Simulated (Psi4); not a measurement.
Two rigid molecules brought together: HCl ··· BF3 (SMILES Cl and FB(F)F). Monomers: optimised at B3LYP-D3(BJ) (def2-TZVP), held rigid. Orientation: lowest of the rigid-body minima from ten starts at GFN2-xTB (searched outside a hard wall at short contacts). The monomers approach along the line of their centres of mass (distance R); nothing else relaxes. The shortest distances reach bonding range, where SAPT0 and rigid monomers are unreliable.

Level of theory: Psi4 1.11 with SAPT0/jun-cc-pVDZ, frozen core.

Components in kcal/mol:

```csv
R / Å,electrostatics,exchange,induction,dispersion,total
2.18,-32.15,76.66,-15.95,-7.78,20.79
2.31,-22.13,51.05,-10.43,-5.94,12.55
2.57,-10.58,22.16,-4.43,-3.52,3.63
2.74,-6.70,12.70,-2.54,-2.52,0.94
2.95,-4.00,6.33,-1.29,-1.69,-0.64
3.16,-2.55,3.14,-0.68,-1.14,-1.23
3.45,-1.54,1.18,-0.29,-0.67,-1.32
3.75,-1.01,0.42,-0.13,-0.39,-1.11
4.22,-0.59,0.08,-0.04,-0.18,-0.73
4.95,-0.30,0.01,-0.01,-0.06,-0.36
5.95,-0.14,0.00,0.00,-0.02,-0.16
7.21,-0.06,0.00,0.00,-0.01,-0.07
```
